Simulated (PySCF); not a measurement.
Compound: C6H9NO2Si.
Z-matrix (Å and degrees, GFN2-xTB geometry), rows numbered from 1:
```
O 
C   1  1.2046
C   2  1.4546  1  124.89
C   3  1.3721  2  129.77  1    -0.03
O   4  1.3383  3  108.15  2   179.69
C   5  1.3546  4  105.33  3    -0.04
C   6  1.4799  5  119.77  4  -177.27
C   7  1.5330  6  110.23  5    70.83
Si  8  1.9082  7  112.91  6    56.25
N   6  1.2905  5  113.18  4     0.09
H   2  1.1041  1  122.35  3   179.84
H   4  1.0704  3  132.68  2    -0.64
H   7  1.0935  6  109.18  5   -50.33
H   7  1.0895  6  107.74  5  -168.67
H   8  1.0905  7  108.22  6   178.68
H   8  1.0914  7  108.81  6   -65.91
H   9  1.4640  8  107.32  7   170.16
H   9  1.4605  8  108.98  7    49.97
H   9  1.4638  8  109.86  7   -71.41
```

NICS is the negative of the GIAO shielding at a point without a nucleus: at the ring centre (0) and 1 Å above and below it (1); zz is the component along the ring normal. Level: GIAO PBE0/pcSseg-1 (PySCF, non-relativistic, gas phase) on the GFN2-xTB geometry, one conformer.

Ring bond lengths (Å), with Mayer bond orders in brackets: C3–C4 1.372 (1.54), C4–O5 1.338 (1.10), O5–C6 1.355 (1.03), C6–N10 1.290 (1.66), N10–C3 1.375 (1.23).

Question: Give the NICS values of each ring in ppm.

Answer: 
| ring | type | NICS(0) | NICS(1), two faces | NICS(1)zz, two faces | rms pucker (Å) | centre to ring atoms, mean (Å) |
| --- | --- | --- | --- | --- | --- | --- |
| C3–C4–O5–C6–N10 | 5-membered ring with N and O; formal bonds all aromatic | -10.7 | -10.3 / -10.0 | -25.7 / -25.7 | 0.00 | 1.14 |

Question: What do they say, and how far can they be read as aromaticity?

Answer: 
- C3–C4–O5–C6–N10: mean NICS(1)zz -25.7 ppm, shielded. For a flat ring without four-coordinate atoms the NICS criterion counts such a value as aromatic.

Question: How equal are the bonds by HOMA? HOMA = 1 − mean of α(R − Ropt)² over the ring bonds, with Krygowski's 1993 parameters (CC: Ropt 1.388 Å, α 257.7 Å⁻²; CN: Ropt 1.334 Å, α 93.52 Å⁻²; CO: Ropt 1.265 Å, α 157.38 Å⁻²).

Answer: 
- C3–C4–O5–C6–N10: HOMA 0.50; the largest term is that of O5–C6, α(R − Ropt)² = 1.26.
